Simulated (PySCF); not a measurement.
Gas-phase equilibrium of 1 mol H2S, 16 mol SO2 at 1000 K and 10.0 bar, among 21 species (S2O, SO2, O2, O, S2, S6, HO2, H2S2, H2O, H, H2O2, H2S, O3, SO, SH, H2, S8, S, SO3, H2SO4, OH). Only gases are allowed; each row takes one source of thermochemistry for all species, and Cantera finds the minimum.

Method: PySCF energies plus ideal-gas RRHO corrections (1 bar). S°(298 K) at PBE0/def2-TZVP differs from the NASA 1993 table for S8 (-8 J/mol/K); whether the harmonic model or the table's entry is off was not settled. † marks an energy on the PBE0/def2-TZVP geometry and frequencies. MP2 freezes the core. Open shells (unrestricted) among the columns below: S2 (multiplicity 3); the rest are closed-shell singlets. MP2 isn't extrapolated to the basis-set limit. The harmonic model lacks anharmonicity and excited electronic states, which grow with temperature; levels with a mode under 35 cm⁻¹ are left out. Soft modes under 120 cm⁻¹ make the harmonic entropy rough for S8.

Molecules larger than those listed are left out.

Mole fractions:

```csv
thermochemistry,x SO2,x H2O,x S2,x S2O,x H2S,x S8
M06-2X/def2-TZVP†,0.90,0.057,0.042,0.00090,0.00100,3.5e-7
MP2/def2-SVP†,0.90,0.058,0.043,0.00025,0.00011,<1e-12
PBE/def2-TZVP†,0.90,0.054,0.033,0.0091,0.0044,8.2e-7
PBE0/def2-SVP†,0.90,0.058,0.043,0.00029,3.9e-5,2.0e-11
LDA/def2-TZVP†,0.92,0.056,0.00092,0.0063,0.0034,0.0062
ωB97M-V/def2-TZVP†,0.91,0.049,0.035,0.0014,0.0091,4.2e-6
```
The most sensitive of these is S8: it spans a factor of 10^9.8 over these rows; at this temperature one factor of ten is RT ln 10 = 19 kJ/mol.
